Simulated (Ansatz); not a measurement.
Cl3Te (SMILES Cl[Te](Cl)Cl), doublet, at a GFN2-xTB geometry (the spin is typed, not shown lowest) (all electrons, no relativity).

The Ansatz (a program for electronic structure) input:
Ansatz 0.2 input:
```yaml
crystal:
  periodic: [false, false, false]
  atoms:
    - {symbol: Te, position_ang: [0.24251408, 0.09021167, 0.37458785]}
    - {symbol: Cl, position_ang: [2.09821989, -0.02188028, -1.22814728]}
    - {symbol: Cl, position_ang: [-1.70711670, -0.93683014, 1.45583415]}
    - {symbol: Cl, position_ang: [-1.13291096, 0.68276885, -1.37348501]}
basis:
  gaussian:
    orbitals: STO-3G
hamiltonian:
  xc: {name: B97M-V}
magnetization: {spin_polarized: true, initial_magnetization: 1}
```

Question: What does this run give for the number of basis functions, <S^2>, total energy?

Answer: 
```json
{
  "number_of_basis_functions": "54",
  "<S^2>": "0.751",
  "total_energy": "-7914.347056 Ha"
}
```
